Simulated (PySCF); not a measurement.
Computed properties of CH3ClGa, SMILES [CH3][Ga+][Cl], charge +1

CH₃ClGa, SMILES [Ga+]([Cl])[CH3], charge +1. Geometry: ωB97X-D3(BJ)/def2-TZVP. The multiplicity is an assumed one; other spin states were not compared. The isomer is the one that the SMILES or the coordinates give; other isomers of the formula were not compared. The values are those of a single conformer. All values are computed for the isolated molecule unless a solvent is named; none is compared with measurement here.

**Structure.** The optimised structure has C3v symmetry. All 12 harmonic modes at ωB97X-D3(BJ)/def2-TZVP (PySCF) are real, so it is a minimum. With heavy atoms numbered as in [Ga+:1]([CH3:2])[Cl:6], the shortest bond between them is Ga1–C2 at 1.906 Å and the longest Ga1–Cl6 at 2.032 Å.

**Vibrations.** The strongest infrared lines (harmonic, unscaled, degenerate partners summed) lie at 811 cm⁻¹ (56 km/mol, H 82 %, C 16 %), 477 cm⁻¹ (34 km/mol, Cl 60 %, C 27 %, Ga 8 %), 3183 cm⁻¹ (29 km/mol, H 90 %, C 10 %). The softest mode is at 126 cm⁻¹ and the zero-point energy is 23.7 kcal/mol.

**Electronic structure.** ωB97X/def2-TZVPD (PySCF) places the frontier levels at -17.81 and -5.18 eV, a gap of 12.63 eV and a mean polarisability of 45.2 bohr³. PBE/def2-TZVPD (PySCF) at the same geometry gives -13.97 and -8.21 eV, so its gap is 6.87 eV narrower. An orbital gap is neither the optical nor the fundamental gap.

**Excitations.** TDDFT-CAM-B3LYP/def2-SVPD (PySCF) has S1 at 6.68 eV (185 nm, f = 0.026, weak); the most intense of the 10 singlets computed lies at 8.65 eV (f = 0.84). Strengths of degenerate partners are summed. T1 (TDA) is at 6.15 eV. TDDFT-PBE/def2-SVPD (PySCF) puts S1 at 5.95 eV. No vertical singlet excitation falls in the visible range (under 3.1 eV).

**NMR.** GIAO shifts at KT2/pcSseg-2 (PySCF) (non-relativistic, atoms alike by connectivity averaged): ¹³C at 15.1 ppm against TMS; ¹H at 2.6 ppm against TMS. Without spin–orbit terms, shifts of atoms bonded to Cl or Br come out too high.
